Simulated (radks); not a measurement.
Question: Dipole-allowed excitations along the series with 4 electrons in [He] 2s2. Method: scalar-relativistic Kohn-Sham, PBE, spin-unpolarised, spherical densities, finite nucleus; Fermi nuclear charge, rms radius of each element as measured or else 0.836 A^(1/3) + 0.57 fm; computed with a radial shooting solver on a logarithmic mesh with Libxc functionals. Time-dependent linear response with the Hartree and adiabatic LDA kernel, continuum included through the Sternheimer equations, no spin-orbit coupling, so fine structure and intercombination lines are absent. Lines are the poles of the dipole polarisability below minus the highest occupied eigenvalue, found on a grid refined at the orbital gaps; the lowest seven at most are given, and weak or close lines can be missed. The first line takes the name of the lowest orbital gap if no other gap lies below it; otherwise a line is named after a gap within 0.6 % of it, if that gap stands alone.

| species | -e(HOMO) (eV) | lowest orbital gap (eV) | first line (eV) | f | strongest line (eV) | its f | static alpha (bohr^3) |
|---|---|---|---|---|---|---|---|
| Be | 5.610 | 2s-2p 3.591 | 4.891 (2s-2p) | 1.29 | the first | 1.29 | 42.64 |
| B+ | 19.511 | 2s-2p 6.147 | 8.692 (2s-2p) | 1.00 | the first | 1.00 | 10.53 |
| C2+ | 40.379 | 2s-2p 8.614 | 12.101 (2s-2p) | 0.750 | the first | 0.750 | 4.158 |
| O4+ | 102.72 | 2s-2p 13.467 | 18.672 (2s-2p) | 0.501 | the first | 0.501 | 1.166 |
| F5+ | 144.17 | 2s-2p 15.890 | 21.928 (2s-2p) | 0.431 | 94.932 (2s-3p) | 0.442 | 0.7237 |

Estimate the first line of N3+, its oscillator strength and the static polarisability.

Answer: 15.406 eV (2s-2p), f = 0.600, alpha = 2.058 bohr^3.
